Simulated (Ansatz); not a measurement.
`[CH3][GeH]([F])[Br]` + H₂Se → `[CH3][GeH]([F])[SeH]` + HBr at 500 K and 1 bar (ligand exchange at a Ge–Br bond).

Calculated with Ansatz (gas phase, PBE0-D4/def2-TZVP geometries, no zero-point term in ΔE). CCSD(T)/CBS is the MP2 limit (def2-TZVPP, def2-QZVPP) plus CCSD(T) − MP2 in def2-TZVPP, frozen cores. For Br, Ge, Se outer-core shells are correlated without core-valence functions, which leaves a few kJ/mol of doubt a bond. Scalar relativity is left out up to krypton. One conformer a species, not always the lowest.

| species | CCSD(T)/CBS energy (Eh) | H − E (kJ/mol) | S (J/(mol·K)) |
| --- | --- | --- | --- |
| `[CH3][GeH]([F])[Br]` | -4789.77492 | 166.8 | 401.5 |
| H₂Se | -2401.89790 | 53.1 | 237.8 |
| `[CH3][GeH]([F])[SeH]` | -4617.74462 | 190.7 | 422.8 |
| HBr | -2573.91920 | 30.5 | 213.7 |

H − E and S are ideal-gas, rigid-rotor, harmonic terms from PBE0-D4/def2-TZVP, for one conformer and one mirror image of each species. 1 Eh = 2625.50 kJ/mol, R = 8.31446 J/(mol·K).

Question: By hand: ΔE, ΔH, ΔS and ΔG.

Answer: ΔE = (-4617.74462) + (-2573.91920) − (-4789.77492) − (-2401.89790) = 0.00900 Eh = 23.6 kJ/mol. Δ(H − E) = 190.7 + 30.5 − 166.8 − 53.1 = 1.3, so ΔH = 24.9 kJ/mol. ΔS = 422.8 + 213.7 − 401.5 − 237.8 = -2.8 J/(mol·K). ΔG = 24.9 − 500 × (-2.8)/1000 = 26.3 kJ/mol.

Question: By hand: the equilibrium constant, and the temperature at which ΔG would vanish if ΔH and ΔS stayed fixed.

Answer: log₁₀ K = −ΔG/(RT ln 10) = -2.7. ΔH and −TΔS have one sign here, so there is no such temperature. One of them is within its doubt of zero, so this could turn.

The number of gas molecules stays the same, so ΔS is small and ΔH decides. A doubt of 5 kJ/mol in ΔE shifts log₁₀ K by 0.5 here. Other conformers and mirror images would add mixing entropy, several J/(mol·K) or more a flexible species. These are equilibria of isolated gas molecules and say nothing of rates. Largest T1 diagnostic: 0.010 (customary marks: 0.02 for closed shells, 0.045 for open ones).
